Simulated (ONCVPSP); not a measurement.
# Zn (Z = 30): one change to an ONCV potential, before and after

| Property | Result |
| --- | --- |
| Element | zinc |
| Generator | ONCVPSP 4.0.1 |
| Type | optimised norm-conserving Vanderbilt (ONCV) |
| Functional | PBE |
| Relativity | scalar-relativistic |
| Frozen core | [Ne] |
| Valence charge | 20 |
| Reference configuration | 3s2 3p6 3d10 4s2 |
| Partial waves | 3s+4s: rc 0.95 bohr, ncon 4, nbas 9, qcut 13.3 1/bohr, 2 projectors; 3p: rc 0.70 bohr, ncon 3, nbas 6, qcut 13.9 1/bohr, 2 projectors, debl 0.9 Ha; 3d: rc 1.05 bohr, ncon 3, nbas 7, qcut 12.1 1/bohr, 2 projectors, debl 2.9 Ha |
| Local potential | polynomial inside 0.65 bohr (lpopt 5, dvloc0 6 Ha) |
| Core correction | none |

In the p channel the program set the typed energies aside and used -3.065, 0.250 Ha.

Change: s: rc 0.68.

Cutoffs: the cutoffs (Ha) at which the residual kinetic energy of the hardest occupied pseudo-wave falls to 1 and 0.1 mHa per electron; they do not see the model core or the augmentation charge, which bear on the density cutoff. Errors are all-electron minus pseudo energies relative to the spin-unpolarised reference configuration.

**Question.** What does the change do?

**Answer.** The potential gets harder (77 Ha and 156 Ha → 83 Ha and 216 Ha); the errors of the 4 common tests hardly move; neither file shows a bound ghost. A smaller radius makes the pseudo-wave follow the all-electron one further in, where it bends more sharply, so more plane waves are needed.

```csv
quantity,base,changed
"cutoff, loose",77 Ha,83 Ha
"cutoff, tight",156 Ha,216 Ha
loose cutoff by channel,"s 65 Ha, p 77 Ha, d 68 Ha","s 83 Ha, p 77 Ha, d 68 Ha"
bound ghosts,none,none
GHOST(+) flags under 300 eV,none,none
"error for 3s2 3p6 3d10 4s1, meV [ΔE 9.89 eV]",+0.4,+0.3
"error for 3s2 3p6 3d10 4s0, meV [ΔE 28.33 eV]",+3.7,+3.5
"error for 3s2 3p6 3d9 4s0, meV [ΔE 68.86 eV]",-10,-10
"error for 3s2 3p6 3d8 4s0, meV [ΔE 130.68 eV]",+68,+69
p: phases at 0.71 bohr within 0.05 rad from the reference energy up to (Ha; the scan ends near 5),to the end of the scan,to the end of the scan
d: phases at 1.07 bohr within 0.05 rad from the reference energy up to (Ha; the scan ends near 5),to the end of the scan,to the end of the scan
```
